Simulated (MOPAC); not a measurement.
Input file for MOPAC: AM1 on GeH2 (SMILES [GeH2]), a point of a bond scan (R = 2.799 Å).

```
AM1 1SCF PRECISE CHARGE=0 THREADS=1
GeH2

Ge     0.00662121 1    -0.00051204 1     0.06580777 1
H     -0.22063900 1    -1.97541840 1    -1.90441169 1
H     -0.08863693 1     1.14541518 1    -1.04581664 1
```

Output:

```
*******************************************************************************
 **                                                                           **
 **                              MOPAC v23.2.5                                **
 **                                                                           **
 *******************************************************************************
 ** MOPAC's Digital Object Identifier: https://doi.org/10.5281/zenodo.6511958 **
 **                                                                           **
 ** Please cite the open-source release paper for use of this MOPAC version:  **
 ** J. E. Moussa and J. J. P. Stewart (2026)                                  **
 ** MOPAC: An open-source semiempirical molecular orbital program             **
 ** J. Open Source Softw., 11(119), 8025, https://doi.org/10.21105/joss.08025 **
 *******************************************************************************

                              AM1 CALCULATION RESULTS

 *******************************************************************************
 *  AM1        - The AM1 Hamiltonian to be used
 *
 *
 *
 *                 CHARGE ON SYSTEM = 0
 *
 *
 *
 *  PRECISE    - TIGHTER CRITERIA TO BE USED
 *  1SCF       - DO 1 SCF AND THEN STOP
 *  THREADS=1  - MULTI-THREADING NOT USED
 *  T=         - A TIME OF 172800.0 SECONDS REQUESTED
 *  DUMP=N     - RESTART FILE WRITTEN EVERY 7200.0 SECONDS REQUESTED
 *******************************************************************************
AM1 1SCF PRECISE CHARGE=0 THREADS=1
 GeH2

   ATOM   CHEMICAL          X               Y               Z
  NUMBER   SYMBOL      (ANGSTROMS)     (ANGSTROMS)     (ANGSTROMS)

     1      Ge          0.00662121  *  -0.00051204  *   0.06580777  *
     2       H         -0.22063900  *  -1.97541840  *  -1.90441169  *
     3       H         -0.08863693  *   1.14541518  *  -1.04581664  *



          CARTESIAN COORDINATES

    NO.       ATOM           X           Y           Z

     1        Ge          0.0066     -0.0005      0.0658
     2         H         -0.2206     -1.9754     -1.9044
     3         H         -0.0886      1.1454     -1.0458

  H: (AM1): M.J.S. DEWAR ET AL, J. AM. CHEM. SOC. 107 3902-3909 (1985)
 Ge: (AM1): M.J.S.Dewar and C.Jie, Organometallics, 8, 1544, (1989)

           Empirical Formula: H2 Ge  =     3 atoms



      MOLECULAR POINT GROUP   :   Cs


      RHF CALCULATION, NO. OF DOUBLY OCCUPIED LEVELS = 3


 -------------------------------------------------------------------------------
 AM1 1SCF PRECISE CHARGE=0 THREADS=1
 GeH2



     1SCF WAS SPECIFIED, SO BFGS WAS NOT USED
     SCF FIELD WAS ACHIEVED


                              AM1 CALCULATION
                                                       MOPAC v23.2.5 Linux




          FINAL HEAT OF FORMATION =        151.50378 KCAL/MOL =     633.89180 KJ/MOL


          COSMO AREA              =         86.06 SQUARE ANGSTROMS
          COSMO VOLUME            =         69.70 CUBIC ANGSTROMS

          IONIZATION POTENTIAL    =          7.701057 EV
          HOMO LUMO ENERGIES (EV) =         -7.701 -1.893
          NO. OF FILLED LEVELS    =          3
          MOLECULAR WEIGHT        =         74.6058         POINT GROUP:  Cs

          MOLECULAR DIMENSIONS (Angstroms)

            Atom       Atom       Distance
            H     3    H     2     3.23948
            H     2   Ge     1     1.38173
            H     2   Ge     1     0.00000


          SCF CALCULATIONS        =          1





   ATOM   CHEMICAL          X               Y               Z
  NUMBER   SYMBOL      (ANGSTROMS)     (ANGSTROMS)     (ANGSTROMS)

     1      Ge          0.00662121  *  -0.00051204  *   0.06580777  *
     2       H         -0.22063900  *  -1.97541840  *  -1.90441169  *
     3       H         -0.08863693  *   1.14541518  *  -1.04581664  *

                             CARTESIAN COORDINATES

   1   Ge        0.006621210    -0.000512040     0.065807770
   2    H       -0.220639000    -1.975418400    -1.904411690
   3    H       -0.088636930     1.145415180    -1.045816640


           Empirical Formula: H2 Ge  =     3 atoms



      MOLECULAR POINT GROUP   :   Cs


                  EIGENVALUES
 -13.17060  -8.85458  -7.70106  -1.89272  -1.57539   1.38875


              NET ATOMIC CHARGES AND DIPOLE CONTRIBUTIONS

  ATOM NO.   TYPE          CHARGE      No. of ELECS.   s-Pop       p-Pop
    1         Ge           0.279289        3.7207     1.42932     2.29139
    2          H          -0.101066        1.1011     1.10107
    3          H          -0.178223        1.1782     1.17822
 DIPOLE           X         Y         Z       TOTAL
 POINT-CHG.     0.192    -0.022     1.908     1.918
 HYBRID        -0.330     0.372    -3.330     3.367
 SUM           -0.138     0.350    -1.422     1.471


          ATOMIC ORBITAL ELECTRON POPULATIONS

     Atom    s        px        py        pz
    1 Ge   1.42932   0.01537   0.78072   1.49530
    2  H   1.10107
    3  H   1.17822

 **********************
 *                    *
 * JOB ENDED NORMALLY *
 *                    *
 **********************




 == MOPAC DONE ==
```

The run finished.

Cost: roughly 0.020 core-seconds.
